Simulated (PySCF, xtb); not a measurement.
C3H2O, SMILES O=c1cc1.

Harmonic wavenumbers (cm⁻¹) from GFN2-xTB in xtb at its own minimum, in rising order: 476, 499, 721, 766, 810, 876, 1013, 1046, 1593, 2077, 3161, 3177.

Q: What does PBE-D3(BJ)/def2-SVP (PySCF) give at its own minimum? (An estimate is asked for; the answer gives what the named calculation found.)

A: 442, 506, 744, 791, 828, 958, 1015, 1114, 1545, 1953, 3106, 3139. Paired by order, the mean absolute difference is 44 cm⁻¹ and the zero-point energies are 23.2 and 23.1 kcal/mol.
